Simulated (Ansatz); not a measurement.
Cartesian coordinates in Å:
```
S -0.545 -1.298 1.190
Ti 0.166 0.086 -0.440
Cl 0.663 -1.227 -2.084
Cl -1.425 1.475 -0.947
Cl 1.886 1.207 0.272
H -0.745 -0.243 2.009
```

Charge 0, multiplicity 1.

List the PBE0/def2-TZVPP orbital energies in eV (the Gaussian-basis code of Ansatz). (Estimate.)

Computed: Occupied: -4876.93, -2768.05, -2767.86, -2767.86, -2423.08, -547.20, -456.89, -456.85, -456.84, -259.91, -259.72, -259.72, -218.45, -198.13, -198.09, -198.08, -197.94, -197.93, -197.89, -197.89, -197.89, -197.89, -162.27, -162.17, -162.13, -68.35, -43.84, -43.74, -43.67, -23.27, -23.02, -22.93, -20.70, -12.24, -11.45, -11.13, -11.10, -10.62, -10.61, -10.39, -10.07, -9.91, -9.59, -9.49, -8.32. Lowest empty: -3.62, -3.43, -2.89, -2.73, -2.71, -0.22, 0.95, 2.21.
